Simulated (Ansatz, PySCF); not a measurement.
Molecule: C₃H₆O₂, charge 0, multiplicity 1. SMILES: CCOC=O
Structure (B3LYP-D3(BJ)/def2-TZVP (Ansatz, an electronic-structure program) minimum search):
```
C
H 1 1.0907
H 1 1.0907 2 107.81
O 1 1.4497 2 108.43 3 -117.21
C 4 1.3360 1 116.26 2 58.40
O 5 1.1996 4 126.06 1 0.00
H 5 1.0986 6 124.78 4 180.00
C 1 1.5097 2 112.21 3 124.05
H 8 1.0905 1 110.97 2 179.56
H 8 1.0905 9 108.48 1 122.15
H 8 1.0913 9 108.35 10 117.43
```
Charge 0, spin multiplicity 1.

Property: atomisation energy, in kcal/mol. Terms: UHF or UKS for open shells; 6-31G* and kin with 6d, 5d where marked; spin-orbit terms left out; valence correlation only; non-relativistic; atomisation electronic, to ground-state atoms; dispersion terms only where a functional's name holds one. CBS(X,Y): correlation extrapolated as X^-3; Hartree-Fock from the larger set. [CCSD(T)-MP2]/basis is that difference in the basis named. Ab initio and DFT rows: single points at B3LYP-D3(BJ) geometries (Ansatz).

Coupled cluster (Ansatz) is a level with limits of its own, used here on species with T1 under 0.025 (0.045 for open shells) and stable references: RI-MP2/CBS(aug-cc-pVTZ,aug-cc-pVQZ)+[CCSD(T)-MP2]/aug-cc-pVTZ.

Value to compare with, RI-MP2/CBS(aug-cc-pVTZ,aug-cc-pVQZ)+[CCSD(T)-MP2]/aug-cc-pVTZ (Ansatz): 1082.7 kcal/mol.

```csv
level,program,atomisation energy (kcal/mol),difference
HF/6-31G*,Ansatz,770.5,-312.2
SVWN5/6-31G*,Ansatz,1264.0,181.3
BP86/def2-SVP,PySCF,1129.2,46.5
B3LYP/3-21G,Ansatz,1045.9,-36.8
B3LYP/6-31G*,Ansatz,1079.4,-3.3
B3LYP/6-31+G*,Ansatz,1069.4,-13.3
B3LYP/def2-SVP,Ansatz,1087.0,4.3
PBE0/6-31G*,Ansatz,1087.2,4.5
M06-2X/6-31G* (5d),PySCF,1086.7,4.0
MP2/STO-3G,Ansatz,1005.2,-77.5
r2SCAN-D4/def2-TZVPD,Ansatz + dftd4,1086.5,3.8
B3LYP/def2-TZVPD,Ansatz,1075.7,-7.0
PBE0/def2-TZVPD,Ansatz,1083.7,1.0
```

Among the 10 habitual levels, HF/6-31G* lies farthest from RI-MP2/CBS(aug-cc-pVTZ,aug-cc-pVQZ)+[CCSD(T)-MP2]/aug-cc-pVTZ (Ansatz) (-312.2 kcal/mol) and B3LYP/6-31G* nearest (-3.3); 5 of 10 lie above it, and their mean absolute difference is 68.4 kcal/mol, the median 25.0. One case shows no general order.

The levels are drawn from those run, B3LYP/6-31G* more often than the rest, none by its result; left out are runs that failed, that the program found above a lower state of the same kind, or whose <S^2> lies over 0.5 above the pure value.
